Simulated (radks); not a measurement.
Values are calculated unless marked as measured or tabulated.
Trend from C to Ne: ionisation energy by Delta-SCF between NIST ground configurations, and size. Code: a radial shooting solver on a logarithmic mesh with Libxc functionals. Model: non-relativistic Kohn-Sham, TPSS, spin-polarised, spherical densities, point nucleus; open shells are filled with parallel spins first; meta-GGA in the generalised Kohn-Sham scheme.

| species | configuration | configuration of the ion | IE (eV) | NIST (eV) | kind |
|---|---|---|---|---|---|
| C | [He] 2s2 2p2 | [He] 2s2 2p1 | 11.715 | 11.260 | exp. |
| N | [He] 2s2 2p3 | [He] 2s2 2p2 | 15.073 | 14.534 | exp. |
| O | [He] 2s2 2p4 | [He] 2s2 2p3 | 13.338 | 13.618 | exp. |
| F | [He] 2s2 2p5 | [He] 2s2 2p4 | 17.791 | 17.423 | exp. |
| Ne | [Ne] | [He] 2s2 2p5 | 22.116 | 21.565 | exp. |

Reference values: NIST Atomic Spectra Database (exp. = measured, semi-emp. = semi-empirical, theory = theoretical value adopted there). Open shells are spherical and high-spin; term and fine-structure splittings are not resolved.
